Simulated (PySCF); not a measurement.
Basis and Hamiltonian dependence of the excitation energy of Cr⁺

Cr⁺ [Ar] 3d5 (6S) → Cr⁺ [Ar] 3d4 4p1 (high-spin determinant). Calculated with PySCF 2.14 from differences of total energies of unrestricted determinants, without spin-orbit coupling. Values in eV.

```json
{"basis": "aug-cc-pVDZ-DK", "Hamiltonian": "spin-free X2C", "functions": "59", "UHF": "4.942", "r2SCAN": "5.762", "PBE0": "5.767", "MP2 (valence)": "5.683", "CCSD(T) (valence)": "5.669", "CCSD(T) (valence and next inner shell)": "n/a"}
{"basis": "aug-cc-pVDZ", "Hamiltonian": "non-relativistic", "functions": "59", "UHF": "5.102", "r2SCAN": "5.913", "PBE0": "5.916", "MP2 (valence)": "5.843", "CCSD(T) (valence)": "5.832", "CCSD(T) (valence and next inner shell)": "n/a"}
{"basis": "ANO-RCC-VTZP", "Hamiltonian": "spin-free X2C", "functions": "59", "UHF": "4.920", "r2SCAN": "5.815", "PBE0": "5.815", "MP2 (valence)": "5.696", "CCSD(T) (valence)": "5.680", "CCSD(T) (valence and next inner shell)": "5.846"}
{"basis": "def2-TZVPPD", "Hamiltonian": "non-relativistic", "functions": "67", "UHF": "5.035", "r2SCAN": "5.925", "PBE0": "5.911", "MP2 (valence)": "5.773", "CCSD(T) (valence)": "5.762", "CCSD(T) (valence and next inner shell)": "5.932"}
{"basis": "x2c-TZVPPall with one added diffuse shell each of s, p, d, f type", "Hamiltonian": "spin-free X2C", "functions": "80", "UHF": "4.877", "r2SCAN": "5.762", "PBE0": "5.756", "MP2 (valence)": "5.616", "CCSD(T) (valence)": "5.600", "CCSD(T) (valence and next inner shell)": "5.770"}
{"basis": "aug-cc-pVTZ", "Hamiltonian": "non-relativistic", "functions": "93", "UHF": "5.040", "r2SCAN": "5.919", "PBE0": "5.916", "MP2 (valence)": "5.790", "CCSD(T) (valence)": "5.772", "CCSD(T) (valence and next inner shell)": "n/a"}
{"basis": "x2c-QZVPPall", "Hamiltonian": "spin-free X2C", "functions": "96", "UHF": "4.874", "r2SCAN": "5.776", "PBE0": "5.780", "MP2 (valence)": "5.647", "CCSD(T) (valence)": "5.627", "CCSD(T) (valence and next inner shell)": "n/a"}
{"basis": "dyall-av2z", "Hamiltonian": "non-relativistic", "functions": "101", "UHF": "5.060", "r2SCAN": "5.950", "PBE0": "5.933", "MP2 (valence)": "5.769", "CCSD(T) (valence)": "5.757", "CCSD(T) (valence and next inner shell)": "n/a"}
{"basis": "cc-pwCVTZ", "Hamiltonian": "non-relativistic", "functions": "102", "UHF": "5.032", "r2SCAN": "5.923", "PBE0": "5.923", "MP2 (valence)": "5.800", "CCSD(T) (valence)": "n/a", "CCSD(T) (valence and next inner shell)": "n/a"}
{"basis": "aug-cc-pVTZ with one added diffuse shell each of s, p, d, f, g type", "Hamiltonian": "non-relativistic", "functions": "118", "UHF": "5.040", "r2SCAN": "5.916", "PBE0": "5.915", "MP2 (valence)": "5.790", "CCSD(T) (valence)": "n/a", "CCSD(T) (valence and next inner shell)": "n/a"}
{"basis": "x2c-QZVPPall with one added diffuse shell each of s, p, d, f, g type", "Hamiltonian": "spin-free X2C", "functions": "121", "UHF": "4.874", "r2SCAN": "5.768", "PBE0": "5.775", "MP2 (valence)": "5.646", "CCSD(T) (valence)": "n/a", "CCSD(T) (valence and next inner shell)": "n/a"}
{"basis": "aug-cc-pwCVTZ", "Hamiltonian": "non-relativistic", "functions": "127", "UHF": "5.032", "r2SCAN": "5.915", "PBE0": "5.917", "MP2 (valence)": "5.803", "CCSD(T) (valence)": "n/a", "CCSD(T) (valence and next inner shell)": "n/a"}
{"basis": "aug-cc-pVQZ-DK", "Hamiltonian": "spin-free X2C", "functions": "140", "UHF": "4.876", "r2SCAN": "5.760", "PBE0": "5.769", "MP2 (valence)": "5.653", "CCSD(T) (valence)": "n/a", "CCSD(T) (valence and next inner shell)": "n/a"}
{"basis": "aug-cc-pwCVTZ-DK with one added diffuse shell each of s, p, d, f, g type", "Hamiltonian": "spin-free X2C", "functions": "152", "UHF": "4.877", "r2SCAN": "5.764", "PBE0": "5.770", "MP2 (valence)": "5.648", "CCSD(T) (valence)": "n/a", "CCSD(T) (valence and next inner shell)": "n/a"}
```

Frozen in the all-electron rows: valence: [Ar]; valence and next inner shell: [Ne].

One determinant mixes LS terms of the configuration, so the numbers do not refer to single terms. Non-relativistic rows lack the scalar-relativistic shift.
